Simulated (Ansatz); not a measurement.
Reaction (ligand exchange at the Al–Cl bond): `[CH3][Al]([Cl])[Cl]` + CH₃SH → `C[S][Al]([CH3])[Cl]` + HCl

Program: Ansatz. Geometries: PBE0-D4/def2-TZVP. ΔE: electronic, gas phase. CBS: MP2 limit from def2 TZ/QZ plus the TZ coupled-cluster correction, frozen cores. This one scheme is used for every species. Functionals use def2-TZVPP. Each species was taken in one conformer, which may not be the lowest.

Task: Is it downhill or uphill in electronic energy at CCSD(T)/CBS, and by how much? (Estimate.)

Result: Ansatz gave: Uphill: ΔE = +12.4 kcal/mol.

Task: What do these levels give: r2SCAN-D4, ωB97M-V, B2PLYP, LC-ωPBE, MP2/def2-TZVPP, SCS-MP2/def2-QZVPP? (Estimate.)

Result: Ansatz gave: r2SCAN-D4 12.6, ωB97M-V 13.2, B2PLYP 13.6, LC-ωPBE 13.5, MP2/def2-TZVPP 12.3, SCS-MP2/def2-QZVPP 13.2 kcal/mol.

Largest T1 diagnostic among the species: 0.010.

From PBE to PBE0 (25 % exact exchange), in def2-TZVPP and without D4, ΔE moves by +0.8 kcal/mol. Leaving LDA and LC-ωPBE aside and taking each functional with its dispersion term where it has one, the values, not all of them listed here, spread over 2.8 kcal/mol, from revPBE-D4 to B2PLYP. LDA lies −1.5 kcal/mol from PBE without D4.
